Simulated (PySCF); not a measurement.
SiHF, SMILES F[SiH] (connectivity only; charge and spin as stated), neutral, multiplicity 1.

Coordinates come from a r2SCAN-D4/def2-TZVPD optimisation. The isomer is the one that the SMILES or the coordinates give; other isomers of the formula were not compared.

Computed with PBE/def2-TZVPD in PySCF.

Gas-phase values at a fixed geometry.

- total energy = -389.74099 hartree
- point group = Cs
- highest occupied level = -5.89 eV
- lowest empty level = -3.59 eV
- orbital gap = 2.31 eV
- dipole moment = 0.87 D
- quadrupole, principal values (traceless, Buckingham form, about the centre of nuclear charge) = -3.27, -0.91, 4.18 D·Å
- mean static polarisability = 33.7 bohr³ (4.99 Å³)
- polarisability, principal values = 31.0, 31.8, 38.3 bohr³
